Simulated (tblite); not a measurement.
C₄H₁₁GeN.
Z-matrix (Å and degrees, GFN2-xTB geometry), rows numbered from 1:
```
Ge
N   1  1.8097
C   2  1.4455  1  123.30
C   3  1.5414  2  115.47  1  -158.47
C   4  1.5354  3   89.09  2   131.10
C   5  1.5349  4   89.31  3   -13.49
H   1  1.4917  2  104.69  3  -179.28
H   1  1.5092  2  115.85  3   -58.75
H   1  1.4927  2  108.01  3    62.46
H   2  1.0130  1  113.94  3   137.65
H   3  1.0992  2  112.50  1    72.60
H   4  1.0878  3  111.19  2    17.20
H   4  1.0883  3  116.45  2  -109.24
H   5  1.0875  4  116.20  3  -132.56
H   5  1.0881  4  112.55  3   100.69
H   6  1.0878  3  110.77  2   -17.73
H   6  1.0881  3  116.50  2   108.54
```

All values are computed: GFN2-xTB (tblite) harmonic vibrations without scaling, gas phase. Errors from tens to a few hundred cm⁻¹ against measured bands are possible. Modes of hydrogen on germanium can be 10 to 20 % off. One conformer, not necessarily the lowest.

Harmonic wavenumbers (cm⁻¹): 63.2, 95.7, 129.5, 141.8, 301.4, 405.8, 511.9, 529.1, 563.9, 666.6, 696.2, 779.2, 813.1, 819.5, 823.0, 859.5, 934.5, 986.7, 1031.4, 1041.0, 1060.8, 1115.8, 1173.6, 1183.7, 1194.4, 1227.7, 1241.3, 1251.8, 1255.2, 1291.5, 1335.1, 1458.7, 1466.2, 1489.1, 1910.3, 2033.6, 2087.6, 2840.2, 2996.0, 3001.2, 3008.0, 3015.7, 3018.2, 3024.7, 3371.7.

A = 7346, B = 1014, C = 936.7 MHz; mass 147.010 u (most abundant isotopes); point group C1, symmetry number 1.

Q: Zero-point energy?

A: ½Σν̃ = 30123 cm⁻¹ = 360.35 kJ/mol.

Q: What is S at 400 K and 1 bar for an ideal gas of classical rigid rotors and harmonic oscillators?

A: Translation 177.20, rotation 121.75, vibration 118.91: S = 417.9 J/(mol K).

Q: And Cp and H(400 K) − H(0)?

A: Cp = 170.73 J/(mol K), of which vibrations give 137.47 (their classical limit is 45 R = 374.2); H(400 K) − H(0) = 38.87 kJ/mol without the zero-point energy, 25.57 from vibrations.

Q: Which modes carry the vibrational entropy at 400 K?

A: 63.2 cm⁻¹: 20.65; 95.7 cm⁻¹: 17.22; 129.5 cm⁻¹: 14.74; 141.8 cm⁻¹: 14.00; 301.4 cm⁻¹: 8.04; 405.8 cm⁻¹: 5.87 J/(mol K); the other 39 give 38.38 together.

Q: How do the functions run with temperature in this model?

A: 
| T (K) | S (J/(mol K)) | Cp (J/(mol K)) | H − H(0) (kJ/mol) | G − H(0) (kJ/mol) | ln q(vib) |
| --- | --- | --- | --- | --- | --- |
| 100 | 277.3 | 64.1 | 4.83 | -22.90 | 1.13 |
| 200 | 329.9 | 92.7 | 12.58 | -53.40 | 2.93 |
| 300 | 374.6 | 131.4 | 23.73 | -88.64 | 4.73 |
| 500 | 459.7 | 204.8 | 57.70 | -172.17 | 8.57 |
| 800 | 572.8 | 275.4 | 130.71 | -327.55 | 14.52 |
| 1000 | 637.7 | 305.3 | 188.95 | -448.73 | 18.35 |

q(vib) and H(0) count from the zero-point level.

Hindered rotation and anharmonicity are outside this model. Other conformers, if any are populated, would add a mixing term that is left out. The structure is chiral; the term R ln 2 for an equal mix with its mirror image is left out.

The run took 0.81 s of wall time on one thread of an Intel Xeon at 2.70 GHz (shared host). The figure is for the frequency step alone.
